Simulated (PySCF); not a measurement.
chlorobenzene (C6H5Cl), SMILES Clc1ccccc1. Geometry optimised at PBE0-D3(BJ)/def2-SVP.

Computed equilibrium geometry at PBE0-D3(BJ)/def2-SVP (PySCF confirms it by a frequency run) as bond lengths and angles, and its point group:
point group C2v.
Atoms: Cl1 C2 C3 C4 C5 C6 C7 H8 H9 H10 H11 H12. Bonded distances (Å): Cl1–C2 1.733, C2–C3 1.394, C2–C7 1.394, C3–C4 1.393, C3–H8 1.091, C4–C5 1.394, C4–H9 1.093, C5–C6 1.394, C5–H10 1.092, C6–C7 1.393, C6–H11 1.093, C7–H12 1.091. Bond angles (°): Cl1–C2–C3 119.5, Cl1–C2–C7 119.5, C3–C2–C7 121.0, C2–C3–C4 119.1, C2–C3–H8 119.7, C4–C3–H8 121.2, C3–C4–C5 120.5, C3–C4–H9 119.4, C5–C4–H9 120.2, C4–C5–C6 119.7, C4–C5–H10 120.1, C6–C5–H10 120.1, C5–C6–C7 120.5, C5–C6–H11 120.2, C7–C6–H11 119.4, C2–C7–C6 119.1, C2–C7–H12 119.7, C6–C7–H12 121.2.
Charge 0, spin multiplicity 1.
